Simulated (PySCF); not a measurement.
In(Cl)2(Me) (CH3Cl2In), SMILES [CH3][In]([Cl])[Cl].

Geometry: B3LYP-D3(BJ)/def2-SVP. The structure was generated by enumeration; whether it is a known compound was not checked. The def2 effective core potentials stand for the cores of In; spin–orbit coupling is left out.

All values below come from TDDFT-ωB97X/def2-SVPD in PySCF 2.14.0.

Vertical excitations. 

Computed lowest excited states:
```csv
state,energy (eV),λ (nm),f,main pairs
S1,6.01,206,0.003,HOMO→LUMO+1 96 %
S2,6.06,205,0.034,HOMO−1→LUMO 86 %
S3,6.10,203,0.178,HOMO→LUMO 81 %
S4,6.13,202,0.000,HOMO−2→LUMO 91 %
S5,6.40,194,0.000,HOMO−1→LUMO+1 97 %
S6,6.49,191,0.046,HOMO−3→LUMO 88 %
S7,6.70,185,0.004,"HOMO−2→LUMO+1 80 %, HOMO−5→LUMO 15 %"
S8,6.96,178,0.033,"HOMO−3→LUMO+1 52 %, HOMO−4→LUMO 39 %"
S9,7.16,173,0.006,HOMO−4→LUMO+1 96 %
S10,7.40,168,0.381,"HOMO−3→LUMO+1 40 %, HOMO−4→LUMO 38 %, HOMO→LUMO 11 %"
T1,5.10,243,0,HOMO→LUMO 86 %
T2,5.63,220,0,HOMO−1→LUMO 87 %
T3,5.79,214,0,HOMO→LUMO+1 92 %
T4,5.82,213,0,HOMO−2→LUMO 87 %
```
Triplets are in the Tamm–Dancoff approximation, which puts them higher than full response would, so one can lie above its singlet here.
